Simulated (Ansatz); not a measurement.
Coupled-cluster diagnostics for the cluster Cs2Cl2 (the lowest singlet isomer of a short search), Ansatz.

Geometry of the singlet (PBE-D4/def2-TZVP):

```xyz
4

Cs    0.5234   -1.5718   -1.6015
Cs   -0.5235    1.5718    1.6015
Cl    0.2463    1.5774   -1.4678
Cl   -0.2461   -1.5774    1.4679
```

In the def2 sets Cs takes a core potential; there is no spin–orbit coupling. Correlated methods freeze 10 core orbitals; core or outer-core shells of Cs are correlated, in sets that lack core-valence functions. In CCSD on the charge 0 triplet the largest single amplitude is 0.37, so its Hartree–Fock determinant may place the open shell otherwise than the density functionals do. In the triplet, Cl3 and Cl4 lie 2.68 Å apart (atoms count from 1), so these atoms are partly bonded to each other. In the quintet geometry the species has come apart into loosely held pieces. The structure comes from a short search, and lower isomers may exist.

Geometry of the charge 0 triplet (PBE-D4/def2-TZVP):

| atom | x (Å) | y (Å) | z (Å) |
| --- | --- | --- | --- |
| Cs1 | 2.279 | 0.604 | -2.010 |
| Cs2 | -2.280 | -0.603 | 2.010 |
| Cl3 | -0.797 | -0.365 | -1.013 |
| Cl4 | 0.797 | 0.364 | 1.013 |

Geometry of the charge 0 quintet (PBE-D4/def2-TZVP):

```csv
atom,x (Å),y (Å),z (Å)
Cs1,2.924,-0.415,0.998
Cs2,-2.924,0.415,-0.998
Cl3,1.171,2.191,-2.521
Cl4,-1.171,-2.190,2.521
```

**Question.** Estimate the CCSD(T) correlation energy, the shares of MP2 and (T), T1 and the reference's ⟨S²⟩ for: charge 0, singlet, own geometry in def2-TZVPP; charge 0, triplet, own geometry in def2-TZVPP; charge 0, quintet, own geometry in def2-TZVPP; charge 1, doublet, vertical in def2-TZVPP; and the rough time on 4 threads of Arm Neoverse V1 on a shared host.

**Answer.** 
```
                          state       basis  correlation (eV)  MP2 share (%)  (T) share (%)     T1  ⟨S²⟩ (pure)  wall time           remarks
charge 0, singlet, own geometry  def2-TZVPP           -20.678           89.5            3.3  0.005  0.00 (0.00)      9.5 s                 –
charge 0, triplet, own geometry  def2-TZVPP           -20.443           88.5            3.6  0.053  2.02 (2.00)       46 s  large T1 (0.053)
charge 0, quintet, own geometry  def2-TZVPP           -18.956           86.6            3.0  0.016  6.02 (6.00)       41 s                 –
    charge 1, doublet, vertical  def2-TZVPP           -19.678           88.2            3.2  0.013  0.76 (0.75)    2.2 min                 –
```
Customary marks for T1 are 0.02 (closed shells), 0.045 (open shells) and about 0.05 (3d metals). T1 exceeds 0.02 in 1 of 4 rows and 0.045 in 1; the higher it lies, the less the single-reference result can be trusted.
